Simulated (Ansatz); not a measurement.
Calculation: frozen-core CCSD(T)/cc-pVTZ // B3LYP-D3(BJ)/def2-TZVP in Ansatz (a program for electronic structure).

Ansatz 0.2 input:
```yaml
crystal:
  periodic: [false, false, false]
  atoms:
    - { symbol: C, position_ang: [2.24403, -0.335002, -0.097364] }
    - { symbol: C, position_ang: [1.141755, 0.117815, 0.053925] }
    - { symbol: C, position_ang: [-0.204995, 0.644257, 0.222944] }
    - { symbol: C, position_ang: [-1.307003, -0.187746, -0.379708] }
    - { symbol: O, position_ang: [-0.399728, 1.683112, 0.812395] }
    - { symbol: H, position_ang: [3.227897, -0.718706, -0.220379] }
    - { symbol: H, position_ang: [-1.138454, -0.305166, -1.452643] }
    - { symbol: H, position_ang: [-1.296348, -1.189102, 0.056851] }
    - { symbol: H, position_ang: [-2.267156, 0.290534, -0.199978] }
basis:
  gaussian: { orbitals: cc-pVTZ }
correlation:
  method: ccsd_t
```

Output:

```
Functional definition: HF
1192 factors; integrals over basis functions are off by at most 1.1e-3 eV
mean field evaluation 1: about -6218.1708 eV, gradient 4.1e1 eV
mean field evaluation 2: about -6218.5246 eV, gradient 4.1e1 eV
mean field evaluation 4: about -6222.3585 eV, gradient 5.7e0 eV
mean field evaluation 8: about -6222.4689 eV, gradient 6.6e-1 eV
mean field evaluation 16: about -6222.4715 eV, gradient 2.9e-6 eV
mean field -6222.47147588 eV, -228.6716089961 hartree, gradient 2.9e-6 eV, S^2 0.000000; 0 other end points of the search recorded, 0 dependent functions left out
5 core orbitals not correlated
reference -6222.47147588 eV, -228.6716089961 hartree; 13, 13 occupied and 188, 188 virtual orbitals, 1192 factors
second order -23.29628289 eV of doubles, -0.00000000 eV of singles
cycle   1  -22.99143703 eV  change    3.0e-1 eV  update   1.2e-1
cycle   2  -23.65294148 eV  change   -6.6e-1 eV  update   4.1e-2
cycle   3  -23.82132269 eV  change   -1.7e-1 eV  update   2.0e-2
cycle   4  -23.81720583 eV  change    4.1e-3 eV  update   6.2e-3
cycle   5  -23.81725547 eV  change   -5.0e-5 eV  update   2.9e-3
cycle   6  -23.81941763 eV  change   -2.2e-3 eV  update   9.1e-4
cycle   7  -23.81936581 eV  change    5.2e-5 eV  update   3.7e-4
cycle   8  -23.81922344 eV  change    1.4e-4 eV  update   1.3e-4
cycle   9  -23.81924558 eV  change   -2.2e-5 eV  update   5.1e-5
cycle  10  -23.81924549 eV  change    9.2e-8 eV  update   2.0e-5
perturbative correction -1.16297069 eV, -0.0427383846 hartree
Total energy: -6247.45369206 eV, -229.5896885071 hartree
```

Cost: roughly 5 core-minutes.
